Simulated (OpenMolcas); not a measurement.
# Al2+: from CASSCF to CASPT2

```
Program             : OpenMolcas
Basis               : ANO-R2 [5s5p3d1f]
Scalar Hamiltonian  : X2C, finite nucleus
Active space        : 1 electron in 4 orbitals (3s 3p)
State averaging     : 2S+1 = 2 even, 1 root; 2S+1 = 2 odd, 3 roots
Spin-orbit coupling : state interaction with AMFI integrals over the reference wave functions, term energies averaged over their components
```

Methods on the same reference wave functions:
A. CASSCF
B. SS-CASPT2, IPEA 0.25 Eh, imaginary shift 0.1 Eh (closed shells correlated: 2s 2p)

Energies in cm-1 above 3s 2S 1/2, the measured ground level; measured values from NIST levels in Kelleher and Podobedova, J. Phys. Chem. Ref. Data 37, 709 (2008).

```json
{"Level": "3s 2S 1/2", "A": "0.0", "B": "0.0", "Measured": "0.0"}
{"Level": "3p 2P* 1/2", "A": "52504", "B": "52994", "Measured": "53683"}
{"Level": "3p 2P* 3/2", "A": "52697", "B": "53187", "Measured": "53917"}
```

Deviations, from unrounded energies. A percentage is the sum of absolute deviations over the sum of measured energies, with the sign that they share, or ± where signs differ.

| Against measurement | Levels | A | B |
| --- | --- | --- | --- |
| mean absolute deviation (cm-1) | 2 | 1200 | 710 |
| other configurations (%) | 2 | -2.2 | -1.3 |

B lies closest to measurement on these levels. The largest miss of B in the table is 3p 2P* 3/2, by -730 cm-1. The ranking rests on the paired levels alone, and a cruder setting can come out closer through cancelling errors.

The lowest spin-free term lies below A's lowest term by 0.204 hartree in B.

With one active electron the reference holds no correlation, so core polarisation is missing (holds for A). With one active electron, CASPT2 adds the correlation within the correlated inactive shells and between them and that electron, and leaves the splitting within a term as the reference gives it (holds for B). Computed and measured levels are paired by configuration, term and J; levels that our copy of the source lacks, or whose pairing is in doubt (as where it misses far off the trend of its configuration), stay unpaired and out of the deviations. Only configurations of the active space appear.

* marks odd parity.
